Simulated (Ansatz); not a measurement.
## Ansatz (development build ahead of 0.2.0) run

```yaml
crystal:
  periodic: [false, false, false]
  atoms:
    - { symbol: Be, position_ang: [0.0, 0.0, 0.0] }
    - { symbol: H, position_ang: [1.39506, 0.0, 0.80544] }
    - { symbol: H, position_ang: [-2.29638, 0.0, 1.32582] }
basis:
  gaussian: { orbitals: "6-31G" }
magnetization:
  initial_magnetization: 2
hamiltonian:
  xc: hf
correlation:
  method: fci
  frozen_orbitals: { Be: 0, H: 0 }
```

The input is written out in the form of the current development build from the run's settings.

Results

```yaml
Converged: yes
Total_energy: -15.65156 hartree
State: lowest triplet root, of any spatial symmetry
```
